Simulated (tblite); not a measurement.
Compound: C₃H₈AlFN₂.
SMILES with atom numbers: `[CH3:1][Al@@-:2]([NH3+:3])([F:4])[CH2:5][C:6]#[N:7]` (hydrogens: H8, H9, H10 on C1; H11, H12, H13 on N3; H14, H15 on C5)
Bond orders are those of one Lewis drawing.

Computed with GFN2-xTB (tblite), gas phase: L-BFGS steps from a force-field or distance-geometry start until the largest atomic force falls under 0.01 eV/Å.

Step 26: E = -603.8947 eV
```
atom  x, y, z in Å  |  force x, y, z in eV/Å
C1     -1.1430   -1.6662   -0.1770   -0.020   0.023  -0.006
Al2    -0.4569   -0.0223    0.7093   -0.081  -0.036  -0.069
N3     -0.8218    1.5110   -0.6730    0.034  -0.059   0.019
F4     -1.2556    0.8586    1.8794    0.030  -0.072   0.023
C5      1.5674    0.0340    0.9041    0.028   0.037   0.034
C6      2.1803   -0.0412   -0.3755   -0.127   0.002   0.008
N7      2.6139   -0.0732   -1.4387    0.002   0.018  -0.027
H8     -1.0667   -2.5517    0.4620   -0.008   0.051  -0.002
H9     -0.5421   -1.8915   -1.0634   -0.013   0.031   0.038
H10    -2.1855   -1.6255   -0.5056    0.010  -0.007   0.008
H11    -0.5062    2.3933   -0.2734    0.022  -0.021  -0.026
H12    -1.8299    1.5787   -0.7994    0.035  -0.014  -0.032
H13    -0.3820    1.3867   -1.5801    0.015   0.010  -0.005
H14     1.9257    0.9382    1.4054    0.045   0.058   0.055
H15     1.8979   -0.8208    1.5039    0.030  -0.020  -0.017
```

Step 27: E = -603.8965 eV
```
atom  x, y, z in Å  |  force x, y, z in eV/Å
C1     -1.1446   -1.6663   -0.1767   -0.012   0.040   0.001
Al2    -0.4579   -0.0193    0.7106   -0.078  -0.119  -0.057
N3     -0.8159    1.5034   -0.6738    0.014  -0.015  -0.010
F4     -1.2556    0.8619    1.8813    0.029  -0.066   0.011
C5      1.5665    0.0339    0.9075    0.019   0.044   0.038
C6      2.1719   -0.0396   -0.3753   -0.102   0.021   0.001
N7      2.6037   -0.0672   -1.4393   -0.005   0.012  -0.039
H8     -1.0681   -2.5550    0.4587   -0.022   0.076  -0.007
H9     -0.5425   -1.8900   -1.0632   -0.021   0.040   0.041
H10    -2.1873   -1.6217   -0.5070    0.033  -0.021   0.018
H11    -0.5027    2.3852   -0.2713    0.037  -0.010  -0.016
H12    -1.8236    1.5740   -0.8008    0.013  -0.024  -0.025
H13    -0.3792    1.3875   -1.5836    0.033  -0.007  -0.001
H14     1.9242    0.9395    1.4068    0.048   0.064   0.050
H15     1.9067   -0.8183    1.5042    0.015  -0.036  -0.004
```

Step 28: E = -603.8986 eV
```
atom  x, y, z in Å  |  force x, y, z in eV/Å
C1     -1.1467   -1.6654   -0.1764   -0.007   0.043   0.005
Al2    -0.4607   -0.0181    0.7116   -0.035  -0.166  -0.021
N3     -0.8085    1.4943   -0.6752   -0.008   0.036  -0.042
F4     -1.2550    0.8641    1.8844    0.025  -0.062  -0.007
C5      1.5656    0.0349    0.9122    0.002   0.040   0.037
C6      2.1602   -0.0371   -0.3755   -0.057   0.047  -0.012
N7      2.5912   -0.0600   -1.4402   -0.029   0.005  -0.029
H8     -1.0702   -2.5570    0.4548   -0.034   0.084   0.002
H9     -0.5437   -1.8877   -1.0622   -0.016   0.047   0.025
H10    -2.1887   -1.6180   -0.5085    0.032  -0.031   0.021
H11    -0.4977    2.3754   -0.2694    0.049  -0.001  -0.005
H12    -1.8158    1.5678   -0.8032   -0.010  -0.033  -0.016
H13    -0.3752    1.3885   -1.5879    0.052  -0.027   0.004
H14     1.9236    0.9420    1.4096    0.042   0.053   0.033
H15     1.9174   -0.8158    1.5040   -0.006  -0.037   0.004
```

Step 29: E = -603.9008 eV
```
atom  x, y, z in Å  |  force x, y, z in eV/Å
C1     -1.1492   -1.6633   -0.1761   -0.009   0.022   0.001
Al2    -0.4644   -0.0202    0.7134    0.033  -0.150   0.026
N3     -0.8005    1.4850   -0.6778   -0.024   0.071  -0.060
F4     -1.2538    0.8647    1.8876    0.017  -0.060  -0.022
C5      1.5644    0.0368    0.9181   -0.007   0.026   0.029
C6      2.1460   -0.0334   -0.3759   -0.005   0.074  -0.021
N7      2.5764   -0.0517   -1.4413   -0.063  -0.001  -0.007
H8     -1.0732   -2.5572    0.4505   -0.039   0.067   0.029
H9     -0.5456   -1.8844   -1.0606    0.004   0.052  -0.006
H10    -2.1897   -1.6146   -0.5099    0.002  -0.032   0.013
H11    -0.4910    2.3645   -0.2674    0.054   0.005   0.004
H12    -1.8074    1.5603   -0.8064   -0.029  -0.033  -0.010
H13    -0.3696    1.3892   -1.5929    0.068  -0.046   0.010
H14     1.9239    0.9456    1.4134    0.027   0.029   0.009
H15     1.9291   -0.8133    1.5035   -0.030  -0.024   0.005
```

Q: Estimate the geometry and energy of step 30. (The exact step hangs on the optimiser's Hessian estimate; all steps are aligned on step 29, rigid shifts and turns removed.)

A: E = -603.9030 eV, largest force 0.132 eV/Å
```
atom  x, y, z in Å  |  force x, y, z in eV/Å
C1     -1.1516   -1.6606   -0.1758   -0.015  -0.015  -0.012
Al2    -0.4672   -0.0256    0.7162    0.093  -0.074   0.058
N3     -0.7932    1.4775   -0.6813   -0.025   0.072  -0.052
F4     -1.2520    0.8641    1.8896    0.006  -0.058  -0.027
C5      1.5631    0.0392    0.9241    0.000   0.009   0.016
C6      2.1322   -0.0286   -0.3762    0.037   0.090  -0.020
N7      2.5610   -0.0438   -1.4426   -0.092  -0.004   0.014
H8     -1.0770   -2.5559    0.4467   -0.035   0.030   0.059
H9     -0.5475   -1.8801   -1.0590    0.027   0.050  -0.038
H10    -2.1903   -1.6122   -0.5109   -0.040  -0.023   0.001
H11    -0.4834    2.3542   -0.2656    0.047   0.009   0.005
H12    -1.8001    1.5525   -0.8097   -0.035  -0.024  -0.009
H13    -0.3629    1.3889   -1.5975    0.074  -0.057   0.013
H14     1.9248    0.9495    1.4172    0.007   0.001  -0.010
H15     1.9397   -0.8111    1.5028   -0.048  -0.006   0.003
```

The energy changes by -0.0021 eV. The first-order estimate −F·Δx gives -0.0030 eV and the mean of the old and new forces, exact on a quadratic surface, -0.0021 eV. The step makes an angle of 73° with the force vector and moves no atom by more than 0.017 Å.

What follows is the cost of the whole relaxation. On Arm Neoverse N1, one thread, on a shared host, this took 1.2 s.
